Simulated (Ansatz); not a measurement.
Geometry optimisation, RKS PBE-D4/def2-TZVP in Ansatz.

input.yaml

```yaml
crystal:
  periodic: [false, false, false]
  atoms:
    - { symbol: S, position_ang: [0.9747, -0.7271, 1.031] }
    - { symbol: Sb, position_ang: [-0.0095, 0.325, -1.0128] }
    - { symbol: H, position_ang: [0.3384, -1.9364, 0.6966] }
    - { symbol: H, position_ang: [-0.41615, -1.18088, -1.65744] }
    - { symbol: H, position_ang: [1.53113, 0.32364, -1.84651] }
basis:
  gaussian: { orbitals: def2-TZVP }
hamiltonian:
  xc: pbe
  dispersion: d4
relax:
  f_tol: 0.015
  max_steps: 40
```

Run as:

```bash
$ ansatz run input.yaml --threads 2 --pin off --max-ram 3072MiB --backend cpu --events-out ev --progress --plain --runs-dir out
```

Problem. Where does it end, and by what steps?

Solution. It converged. The force dipped under the threshold on the way, but the program's further checks kept it going. After 10 steps the energy has fallen by 0.141 eV; H3 moved furthest, 0.65 Å.

```tsv
step	energy less start (eV)	largest force component (eV/Å)	accepted
0	0.0000	0.956	yes
1	-0.0250	0.615	yes
2	-0.0640	0.371	yes
3	-0.0964	0.065	yes
4	-0.1237	0.105	yes
5	-0.0950	1.121	no
6	-0.1356	0.058	yes
7	-0.1405	0.042	yes
8	-0.1410	0.015	yes
9	-0.1408	0.042	no
10	-0.1411	0.003	yes
```

```xyz
5
Properties=species:S:1:pos:R:3
S 0.497 -0.724 1.134
Sb 0.061 0.395 -1.008
H 0.980 -1.870 0.598
H -0.689 -0.966 -1.770
H 1.569 -0.030 -1.743
```

The run took 11 s on 2 threads of Intel(R) Xeon(R) CPU @ 2.80GHz (Skylake/Cascade Lake), on a shared host, peak memory 0.18 GiB.
